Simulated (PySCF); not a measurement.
Si(H)(SH)3 (H₄S₃Si), SMILES S[SiH](S)S.

Geometry optimised at PBE0-D3(BJ)/def2-SVP. The values are those of a single conformer.

Two levels are set side by side: TDDFT-PBE/def2-SVPD (PySCF) and TDDFT-ωB97X/def2-SVPD (PySCF). Vertical, same geometry. The lowest singlet is HOMO→LUMO 98 % with PBE and HOMO→LUMO 69 % with the other functional; states are paired by order. Differences are taken from unrounded values.

| quantity | TDDFT-PBE |
|---|---|
| lowest singlet excitation (eV) | 5.13 |
| lowest triplet excitation (TDA) (eV) | 4.88 |

Q: These are the TDDFT-PBE values. What does TDDFT-ωB97X give? (Estimate from the structure and the level; the computed values follow.)

A: 
| quantity | TDDFT-ωB97X | TDDFT-PBE minus TDDFT-ωB97X |
|---|---|---|
| lowest singlet excitation (eV) | 6.05 | -0.92 |
| lowest triplet excitation (TDA) (eV) | 5.69 | -0.82 |

A lower first singlet is the usual sign of a functional without exact exchange. Differences between two approximate levels are no errors against the true value.

Rough cost on one machine, each run with all the roots and properties that it gave: TDDFT-ωB97X against TDDFT-PBE about 7 times.
